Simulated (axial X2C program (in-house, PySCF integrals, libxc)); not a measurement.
Nuclear properties of InOH

Calculated with an axial X2C code built on PySCF integrals: two-component X2C with atomic mean-field Coulomb and Gaunt terms, Gaussian nuclei, basis In dyall-v3z, O dyall-av3z, H dyall-v3z with contracted cores.

In–O–H held linear, with bonds 1.990 and 0.954 Å (near the PBE0 minimum at charge 0 of the determinant lowest at the starting distance; the state shown can have its own minimum elsewhere, held linear; other orders of the atoms were not compared).

Determinant lowest in the PBE0 search, Ω = 0 (closed shell), highest spinor 59% In s, 17% In p, 11% O p:

| level | qzz In (a.u.) | qzz O (a.u.) | qzz H (a.u.) | μ (D) |
| --- | --- | --- | --- | --- |
| PBE0 | -3.70 | 1.50 | 0.52 | -1.07 |
| HF | -4.30 | 1.58 | 0.52 | -0.95 |
| LDA | -3.48 | 1.40 | 0.52 | -0.94 |

qzz is the electric field gradient, eQq0 = 234.96 MHz × Q/barn × qzz; μ is positive if the H end (last atom) is positive. The operators were transformed with the bare-nucleus X2C matrices; with these basis sets, hyperfine constants and field gradients can be off by tens of per cent, and where levels differ in sign neither size nor sign is settled.

Task: With Q(115In) = 0.772 barn, Q(17O) = -0.02558 barn (Q from Pyykkö, Mol. Phys. 2018), turn the PBE0 values of the first state into constants in MHz.

Result: eQq0(115In) = 234.96 × (0.772) × (-3.70) = -671 MHz; eQq0(17O) = 234.96 × (-0.02558) × (1.50) = -9.02 MHz.

The molecule was held linear; bending was not examined, so a bent shape may lie lower.

Each state is one determinant with collinear spin. The search compared states at one distance, so a state with another bond length can lie lower.
